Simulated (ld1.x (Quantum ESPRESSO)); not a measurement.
**praseodymium (Pr), TM: configuration errors across variants**

| Quantity | Value |
| --- | --- |
| Element | Pr (Z = 59) |
| Generator | ld1.x (Quantum ESPRESSO) 7.5 |
| Type | norm-conserving Troullier–Martins (Kleinman–Bylander form) |
| Functional | PBEsol |
| Relativity | scalar-relativistic |
| Frozen core | [Xe] |
| Valence charge | 5 |
| Reference configuration | 4f3 5d0 6s1 6p0 (charge +1) |
| Partial waves | 6p (bound, empty): rc 2.20 bohr; 5d (bound, empty): rc 0.80 bohr; 4f (bound): rc 1.00 bohr; 6s (bound): rc 3.50 bohr |
| Local potential | the s channel |
| Core correction | none |

All-electron excitation energies from the reference (eV): (1) 4f3 5d0 6s2 6p0 -5.740; (2) 4f3 5d0 6s0 6p0 10.532; (3) 4f2 5d0 6s0 6p0 32.151; (4) 4f3 5d0 6s0 6p1 2.892; (5) 4f1 5d0 6s0 6p0 71.219; (6) 4f3 5d0 6s1 6p1 -3.449.

For the base: The 5d radius (0.80 bohr) lies inside the outermost node of the all-electron wave (0.91 bohr), which a nodeless pseudo-wave cannot match soundly.

Tests that are not counted but printed errors over 1 eV. “base”: 4f3 5d1 6s1 6p0 (pseudo-atom not self-consistent, printed error -139 eV). “all radii scaled by about 0.82 (s 2.88, p 1.82, d 0.66, f 0.82 bohr)”: 4f3 5d1 6s1 6p0 (pseudo-atom not self-consistent, printed error -138 eV); 4f3 5d0 6s1 6p1 (pseudo-atom not self-consistent, printed error -116 eV); 1 more. “core correction a·sin(br)/r model core inside 0.68 bohr”: 4f3 5d1 6s1 6p0 (solver errors, printed error -147 eV); 4f3 5d0 6s1 6p1 (solver errors, printed error -145 eV); 1 more. “wave 5d (bound): rc 0.80 bohr becomes 5d (bound): rc 0.98 bohr”: 4f3 5d1 6s1 6p0 (pseudo-atom not self-consistent, printed error -138 eV). “core correction a·sin(br)/r model core inside 0.54 bohr”: 4f3 5d1 6s1 6p0 (solver errors, printed error -147 eV); 4f3 5d0 6s1 6p1 (solver errors, printed error -146 eV); 1 more.

3 further variants failed, have other tests or another functional or relativity, and are left out.

A true bound ghost makes a file unfit for plane-wave use even where its test errors are small: the radial tests pick states by their node count and pass the ghost by. Where a test does run into it, the solver fails or the error is huge.

Errors AE − PS in meV (a dash: test not solved or not reliable):

```csv
change,(1),(2),(3),(4),(5),(6),bound ghosts
base,+0.5,+195,-1446,+417,-6118,+260,p
"all radii scaled by about 0.82 (s 2.88, p 1.82, d 0.66, f 0.82 bohr)",+2.9,+191,-1670,–,-6674,–,p
core correction a·sin(br)/r model core inside 0.68 bohr,-3.5,-35,-2356,–,-9488,–,p
wave 5d (bound): rc 0.80 bohr becomes 5d (bound): rc 0.98 bohr,+0.5,+195,-1446,+417,-6118,+260,p
core correction a·sin(br)/r model core inside 0.54 bohr,-3.5,-35,-2357,–,-9490,–,p
```

Question: Give the same row for: wave 4f (bound): rc 1.00 bohr becomes 4f (bound): rc 0.88 bohr.

Answer: +0.5, +195, -1465, +406, -6228, +251; bound ghosts: p. Not counted: 4f3 5d1 6s1 6p0 (pseudo-atom not self-consistent, printed error -139 eV).
